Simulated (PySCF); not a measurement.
How methods differ on the excitation energy of Sb

Sb [Kr] 4d10 5s2 5p3 (4S) → Sb [Kr] 4d10 5s1 5p4 (4P), as a difference of total energies. Computed with PySCF 2.14 in aug-cc-pwCVTZ-DK3 with one added diffuse shell each of s, p, d, f type (11s10p8d5f1g, 125 functions), with the spin-free X2C one-electron Hamiltonian (Gaussian nucleus). The calculations carry no spin-orbit coupling.

```json
{"method": "UHF", "excitation energy (eV)": "7.385"}
{"method": "revPBE", "excitation energy (eV)": "7.828"}
{"method": "wB97M-V", "excitation energy (eV)": "7.891"}
{"method": "B97-3", "excitation energy (eV)": "7.903"}
```
